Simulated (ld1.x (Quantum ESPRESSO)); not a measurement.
## Cs (Z = 55): TM pseudisation with LDA (PZ), scalar-relativistic reference atom.

```json
{"Element": "caesium (Cs)", "Generator": "ld1.x (Quantum ESPRESSO) 7.5", "Type": "norm-conserving Troullier–Martins (Kleinman–Bylander form)", "Functional": "LDA (PZ)", "Relativity": "scalar-relativistic", "Frozen core": "[Kr] 4d10", "Valence charge": "9", "Reference configuration": "5s2 5p6 5d0 6s0.75 6p0.25", "Partial waves": "5s (bound): rc 2.15 bohr; 5p (bound): rc 2.65 bohr; 5d (bound, empty): rc 4.20 bohr", "Local potential": "all-electron potential smoothed inside 2.10 bohr (lloc = -2)", "Core correction": "none"}
```

Occupied shells without a wave of their own: 6p, 6s. They enter only through the test configuration that unscreens the potential.

Poles of the logarithmic derivatives, all-electron (AE) and pseudo (PS). s: poles at -2.0, 0.7, 3.8 (AE) and -2.0, 0.7, 3.7 (PS) Ry. p: poles at -1.0, 1.3, 4.6 (AE) and -1.0, 1.2, 4.1 (PS) Ry. d: poles at 0.3, 2.4 (AE) and 0.3, 2.4 (PS) Ry. Test radius 4.53 bohr.

* Cutoffs needed: 30 Ry and 40 Ry (the cutoffs (Ry, on a coarse ladder) from which the occupation-weighted sum of valence levels, in a spherical-Bessel basis at the reference potential, stays within 10 and 1 mRy of its value at 400 Ry)
* Ghost test: no extra level below or beside the all-electron valence levels (s, p, d, f tested) (spherical-Bessel basis up to 400 Ry, 20 bohr box)
* Largest excitation error: +14 meV (all-electron minus pseudo) for 5s1 5p6 5d0 6s1 6p0, out of 7 test configurations
